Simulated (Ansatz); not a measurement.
`ClBCCl` and `CBCl` differ in one atom or group.

Ansatz, PBE0-D4/def2-TZVP geometries, multiplicity 1. Each molecule was computed in one conformer, which needn't be the lowest.

```
                             property  `ClBCCl`
 HOMO–LUMO gap (PBE0/def2-TZVPP) / eV      6.81
   HOMO energy (PBE0/def2-TZVPP) / eV     -8.44
  HOMO energy (B3LYP/def2-TZVPP) / eV     -8.20
  LUMO energy (B3LYP/def2-TZVPP) / eV     -1.83
LUMO energy (ωB97M-V/def2-TZVPP) / eV      0.40
HOMO energy (ωB97M-V/def2-TZVPP) / eV    -10.69
```

What does the change do to each property? (An estimate is asked.)

Ansatz gave: 
```tsv
property	`CBCl`	shift
HOMO–LUMO gap (PBE0/def2-TZVPP) / eV	7.25	0.44
HOMO energy (PBE0/def2-TZVPP) / eV	-8.43	0.01
HOMO energy (B3LYP/def2-TZVPP) / eV	-8.20	0.00
LUMO energy (B3LYP/def2-TZVPP) / eV	-1.40	0.43
LUMO energy (ωB97M-V/def2-TZVPP) / eV	0.85	0.45
HOMO energy (ωB97M-V/def2-TZVPP) / eV	-10.72	-0.03
```

B3LYP here is the variant with VWN-RPA as its local correlation; programs differ in this.
